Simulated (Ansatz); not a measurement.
# F2GaH2PSi: structure from calculated spectroscopic constants

These gas-phase data were calculated for one isomer of F2GaH2PSi at PBE0-D3(BJ)/def2-SVP (harmonic, unscaled wavenumbers; equilibrium rotational constants with average atomic masses):

```
rotational constants            : 3.248, 1.222, 0.9863 GHz
all wavenumbers above 1500 cm⁻¹ : 2350, 2286
dipole moment                   : 2.33 D (PBE0/def2-TZVPD)
```

Candidates:

(1) `F[SiH](F)[PH][Ga]`, a singlet
(2) `F[Si](F)=[P][GaH2]`, a singlet

Problem. Assign the data to one candidate and say why.

Solution. Candidate (1). The band at 2350 cm⁻¹ lies where the Si–H stretch is expected; (2) has no mode between 2000 and 2380 cm⁻¹.

The same quantities for all candidates:

```tsv
	rotational constants (GHz)	wavenumbers above 1500 cm⁻¹	dipole (D)	E above the lowest, PBE0-D3(BJ)/def2-SVP (kcal/mol)
(1)	3.248, 1.222, 0.9863	2350, 2286	2.33	0.0
(2)	4.249, 1.051, 0.8427	1997, 1986	0.61	28.5
```

Each candidate is one conformer. Programs: Ansatz 0.2.0.
